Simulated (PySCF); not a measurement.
Si(F)(NHSiH3)3 (FH12N3Si4), SMILES N([SiH3])[Si](N[SiH3])(N[SiH3])F. The structure is a stationary point at B3LYP-D3(BJ)/def2-SVP. The values are those of a single conformer.

**Question.** Give the equilibrium geometry at B3LYP-D3(BJ)/def2-SVP (PySCF confirms it by a frequency run) as a Z-matrix. (Estimate from the structure and the level; the computed values follow.)

**Answer.** This is not unique; one that fits is 
```
Si
F 1 1.6328
N 1 1.7193 2 109.82
H 3 1.0170 1 118.91 2 52.30
N 1 1.7216 2 108.41 3 121.62
H 5 1.0173 1 114.55 2 -126.61
N 1 1.7240 2 106.04 5 121.01
H 7 1.0175 1 115.03 2 -141.79
Si 5 1.7489 6 117.33 1 -175.13
Si 7 1.7523 8 116.38 1 -171.40
Si 3 1.7523 4 116.46 1 172.52
H 10 1.4863 7 108.07 8 -163.78
H 9 1.4877 5 107.03 6 -172.45
H 11 1.4913 3 111.47 4 128.19
H 11 1.4915 14 107.79 3 -124.93
H 11 1.4920 14 108.92 15 -117.73
H 10 1.4923 12 110.12 7 -119.10
H 9 1.4933 13 109.39 5 122.53
H 10 1.4936 12 108.98 17 -117.96
H 9 1.4937 13 109.62 18 117.66
```
Charge 0, spin multiplicity 1.
